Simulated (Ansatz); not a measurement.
`OB(F)[SiH2]S` + H₂ → `[SiH3]S` + `OBF`  (hydrogenolysis of the Si–B bond)

Isolated molecules relaxed with PBE0-D4/def2-TZVP in Ansatz; ΔE leaves out vibrations. CBS: MP2 limit from def2 TZ/QZ plus the TZ coupled-cluster correction, frozen cores. This one scheme is used for every species. DFT in def2-TZVPP. One conformer a species, not always the lowest.

CCSD(T)/CBS gives -0.44 eV.

(1) Another level gave -0.44 eV. Which?
A. PBE-D4/def2-TZVPP
B. ωB97X-V/def2-TZVPP
C. HF/def2-TZVPP
D. r2SCAN-D4/def2-TZVPP

Largest T1 diagnostic among the species: 0.013.

## Answers

(1) B. ωB97X-V -0.44, HF/def2-TZVPP -0.77, r2SCAN-D4 -0.38, PBE-D4 -0.31 eV.

From PBE to PBE0 (25 % exact exchange), in def2-TZVPP and without D4, ΔE moves by −0.07 eV. In def2-TZVPP, CCSD(T) changes the Hartree–Fock value by +0.30 eV (the triples alone add +0.06 eV) and MP2 by +0.30 eV.
